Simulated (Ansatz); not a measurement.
Ansatz results at the PBE0-D4/def2-TZVP geometry: HOMO–LUMO gap (ωB97M-V/def2-TZVPP) 14.14 eV; LUMO energy (PBE/def2-TZVPP) -1.26 eV; HOMO energy (B3LYP/def2-TZVPP) -9.61 eV.

Q: Which molecule gave them?
A. `COB(S)Cl`
B. `CBOC(C)=O`
C. `FB(F)Cl`
D. `BCC(C)C`

A: C. The others give `COB(S)Cl`: 11.93, -0.98, -7.45; `CBOC(C)=O`: 11.95, -1.85, -7.94; `BCC(C)C`: 11.66, -2.25, -8.46.

B3LYP here is the variant with VWN-RPA as its local correlation; programs differ in this.
